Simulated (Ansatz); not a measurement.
```yaml
crystal:
  periodic: [false, false, false]
  atoms:
    - {symbol: O, position_ang: [-0.524208, 1.960982, -1.900366]}
    - {symbol: Si, position_ang: [0.432002, 1.696693, -0.590922]}
    - {symbol: O, position_ang: [-0.023650, 0.163109, -0.163381]}
    - {symbol: Si, position_ang: [0.271526, -1.016059, 0.946831]}
    - {symbol: H, position_ang: [-1.126089, 1.261007, -2.175227]}
    - {symbol: H, position_ang: [-0.985353, -1.311216, 1.677753]}
    - {symbol: H, position_ang: [1.314132, -0.576529, 1.910447]}
    - {symbol: H, position_ang: [0.733740, -2.235187, 0.238965]}
basis:
  gaussian: {orbitals: cc-pVTZ-DK}
hamiltonian: {xc: {name: HF}}
correlation: {method: mp2, frozen_orbitals: {O: 0}}
scf: {lower_state_search: off}
output: {forces: true}
```

```sh
$ ansatz run in.yaml --threads 2 --pin off --events-out ev --progress --plain --max-ram 22528MiB --backend cpu
```

Output, abridged:

```
Functional definition: HF
  name "HF"
  cite "Fock, Z. Phys. 61, 126 (1930) doi:10.1007/BF01340294"
  parent pbe
  exchange = exact_x
  correlation = 0
these checks for a lower state are left out or cut short: starts, cluster_reference, orbital_swaps, neighbouring_geometries, increment
Error: "frozen_orbitals" has no count for Si
```

Q: Something in this input is off. What?

A: Frozen orbitals are typed for one element alone, and the program wants a count for each. The input was rejected before any iteration.
